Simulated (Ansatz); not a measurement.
One change: `C[Si]S` becomes `C[Si]SC`.

Ansatz, PBE0-D4/def2-TZVP geometries, multiplicity 1. Each molecule was computed in one conformer, which needn't be the lowest.

```json
{"property": "HOMO energy (PBE/def2-TZVPP) / eV", "`C[Si]S`": "-5.41"}
{"property": "LUMO energy (ωB97M-V/def2-TZVPP) / eV", "`C[Si]S`": "-0.10"}
{"property": "HOMO energy (PBE0/def2-TZVPP) / eV", "`C[Si]S`": "-6.46"}
{"property": "LUMO energy (PBE0/def2-TZVPP) / eV", "`C[Si]S`": "-2.06"}
{"property": "HOMO energy (ωB97M-V/def2-TZVPP) / eV", "`C[Si]S`": "-8.51"}
{"property": "size of the dipole moment (B3LYP/def2-TZVPP) / D", "`C[Si]S`": "0.42"}
```

Task: Give the same properties after the change, and the shifts. (Estimate.)

Result: Computed: 
```
                                        property  `C[Si]SC`  shift
               HOMO energy (PBE/def2-TZVPP) / eV      -5.26   0.15
           LUMO energy (ωB97M-V/def2-TZVPP) / eV       0.10   0.20
              HOMO energy (PBE0/def2-TZVPP) / eV      -6.29   0.17
              LUMO energy (PBE0/def2-TZVPP) / eV      -1.83   0.23
           HOMO energy (ωB97M-V/def2-TZVPP) / eV      -8.34   0.17
size of the dipole moment (B3LYP/def2-TZVPP) / D       0.51   0.09
```

With PBE0 the HOMO rises by 0.17 eV and the LUMO rises by 0.23 eV, so the gap widens by about 0.06 eV. PBE moves the HOMO by 0.15 eV and ωB97M-V by 0.17 eV. Dipoles are sizes alone; their direction can turn.

B3LYP here is the variant with VWN-RPA as its local correlation; programs differ in this.
